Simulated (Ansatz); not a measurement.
CoCl2(H2O)2 (CoCl2O2H4): single points at one geometry.

```yaml
crystal:
  periodic: [false, false, false]
  atoms:
    - {symbol: Co, position_ang: [0.554353, -0.026814, 0.334898]}
    - {symbol: Cl, position_ang: [1.350610, -1.769217, 1.444023]}
    - {symbol: Cl, position_ang: [2.036279, 1.599447, 0.579900]}
    - {symbol: O, position_ang: [-0.159665, 1.155093, -1.164613]}
    - {symbol: H, position_ang: [0.574512, 1.809024, -1.063738]}
    - {symbol: H, position_ang: [-0.971178, 1.636489, -0.938172]}
    - {symbol: O, position_ang: [-1.185432, -1.088488, 0.361803]}
    - {symbol: H, position_ang: [-0.799248, -1.800035, 0.928568]}
    - {symbol: H, position_ang: [-1.400219, -1.515498, -0.482660]}
basis:
  gaussian: {orbitals: def2-TZVP, initial_orbitals: start.molden}
magnetization: {spin_polarized: true, initial_magnetization: 1}
hamiltonian: {xc: {name: r2SCANh}, dispersion: d4}
scf: {omitted_lower_state_checks: [starts]}
output: {orbitals: {seedname: orbitals}}
```

The file start.molden holds the orbitals of an earlier run on this structure, at another level or in another basis.

```sh
$ ansatz run in.yaml --threads 4 --pin off --events-out ev --progress --plain --max-ram 8704MiB
```

It prints (some lines left out):

```
Functional definition: r2SCANh
1466 factors; their error is unknown
mean field evaluation 1: about -66833.1939 eV, gradient 6.1e0 eV
mean field evaluation 2: about -66833.2373 eV, gradient 1.1e-1 eV
mean field evaluation 4: about -66833.3101 eV, gradient 1.5e-1 eV
mean field evaluation 8: about -66833.3105 eV, gradient 1.0e-4 eV
mean field evaluation 16: about -66833.3105 eV, gradient 9.0e-6 eV
mean field -66833.31052225 eV, -2456.0788604479 hartree, gradient 9.0e-6 eV, S^2 1.377437; 0 other end points of the search recorded, 0 dependent functions left out
reference -66833.31053412 eV, -2456.0788608839 hartree; 41, 40 occupied and 164, 165 virtual orbitals, 1466 factors
Total energy: -66833.36499760 eV, -2456.0808623801 hartree
Checks for a lower state left out: starts
```

Run time 10 s (4 threads of AMD EPYC 9R45 on a shared host), peak host memory 1.4 GiB.

First input, but with `gaussian: {orbitals: 6-31G, initial_orbitals: start.molden}`, `hamiltonian: {xc: hf}` (abridged; 1.4 s):

```
Functional definition: HF
mean field evaluation 16: about -66728.7509 eV, gradient 7.8e-4 eV
mean field -66728.75089889 eV, -2452.2363651625 hartree, gradient 8.2e-6 eV, S^2 1.570990
Total energy: -66728.75089889 eV, -2452.2363651625 hartree
Checks for a lower state left out: starts
```

As the first input, with `hamiltonian: {xc: pbe, dispersion: d4}`, `output: {forces: true, orbitals: {seedname: orbitals}}` (abridged; 3.5 s):

```
Functional definition: PBE
mean field evaluation 16: about -66817.1228 eV, gradient 4.9e-6 eV
mean field -66817.12278393 eV, -2455.4839720368 hartree, gradient 1.3e-6 eV, S^2 1.114352
Total energy: -66817.32726195 eV, -2455.4914864655 hartree
Atom 0 force     0.224523    -0.013396     0.130561 eV/Å
Atom 1 force    -0.123061     0.435154    -0.199738 eV/Å
Atom 2 force    -0.264229    -0.412769    -0.029871 eV/Å
Atom 3 force     0.066680    -0.298678    -0.105358 eV/Å
Atom 4 force     0.254908     0.184267     0.038711 eV/Å
Atom 5 force    -0.249190     0.090521     0.130132 eV/Å
Atom 6 force    -0.039989     0.295863     0.123665 eV/Å
Atom 7 force     0.140090    -0.203932     0.196872 eV/Å
Atom 8 force    -0.009732    -0.077030    -0.284974 eV/Å
Dipole moment:    -1.169663     0.058599    -0.698902 e Å
Checks for a lower state left out: starts
```

As the first input, with `hamiltonian: {xc: pbe}`, `correlation: {method: rpa}` and without the key `output` (abridged; 3.3 s):

```
Functional definition: PBE
mean field -66817.12262540 eV, -2455.4839662109 hartree, gradient 1.9e-6 eV, S^2 1.114374
17 core orbitals not correlated: weight in the atoms' cores, before any rotation towards them, 1.000 or more for the frozen orbitals, at most 0.000 for the correlated occupied ones
Total energy: -66794.73366338 eV, -2454.6611870326 hartree
Checks for a lower state left out: starts
```

First input, but with `gaussian: {orbitals: def2-SVP, initial_orbitals: start.molden}`, `hamiltonian: {xc: pbe, dispersion: d4}` (abridged; 2 s):

```
Functional definition: PBE
mean field evaluation 16: about -66797.6707 eV, gradient 1.2e-5 eV
mean field -66797.67065872 eV, -2454.7691196206 hartree, gradient 3.6e-6 eV, S^2 1.236004
Total energy: -66797.87515493 eV, -2454.7766347177 hartree
Checks for a lower state left out: starts
```

The first input with `gaussian: {orbitals: def2-TZVPD, initial_orbitals: start.molden}`, `hamiltonian: {xc: pbe0, dispersion: d4}` (abridged; 12 s):

```
Functional definition: PBE0
mean field -66819.09472959 eV, -2455.5564397033 hartree, gradient 8.6e-6 eV, S^2 1.295627
Total energy: -66819.26979297 eV, -2455.5628731637 hartree
Checks for a lower state left out: starts
```

The first input with `hamiltonian: {xc: {name: B2PLYP}}` and without the key `output` (abridged; 8.5 s):

```
Functional definition: B2PLYP
mean field -66809.40642396 eV, -2455.2004010385 hartree, gradient 2.6e-6 eV, S^2 1.410338
17 core orbitals not correlated: weight in the atoms' cores, before any rotation towards them, 1.000 or more for the frozen orbitals, at most 0.000 for the correlated occupied ones
second order -46.22895758 eV of doubles, -0.00000000 eV of singles
Total energy: -66821.88840652 eV, -2455.6591054369 hartree
Checks for a lower state left out: starts
```

Geometry: B3LYP-D4/def2-SVP.

The 6-31G sets use Cartesian d functions. Correlated methods freeze 17 core orbitals; core or outer-core shells of Co are correlated, in sets that lack core-valence functions. At r2SCANh-D4/def2-TZVP, HF/6-31G, PBE-D4/def2-TZVP, RPA@PBE/def2-TZVP and others the charge 0 doublet is spin-contaminated (final ⟨S²⟩ up to 1.57, 0.75 for a pure state). At PBE0-D4/def2-TZVP a quartet of charge 0 lies 0.95 eV below the doublet, each at its own geometry.
